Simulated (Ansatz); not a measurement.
`CCB(N)O`, charge 0, multiplicity 1.

**Question.** Give a relaxed structure at PBE0-D4/def2-TZVP (the Gaussian-basis code of Ansatz). (An estimate is asked.)

**Answer.** Computed: 
Z-matrix (Å, degrees):
```
C
C 1 1.527
H 1 1.093 2 111.3
H 1 1.093 2 111.8 3 120.2
H 1 1.092 2 110.9 3 -119.2
B 2 1.578 1 114.1 3 63.5
H 2 1.096 1 110.1 3 -61.6
H 2 1.098 1 109.0 3 -176.8
O 6 1.376 2 117.2 1 43.2
N 6 1.410 2 121.2 1 -137.6
H 9 0.959 6 114.4 2 179.4
H 10 1.004 6 121.7 2 1.3
H 10 1.005 6 124.9 2 -177.5
```
This is one stationary point; other conformers may exist.
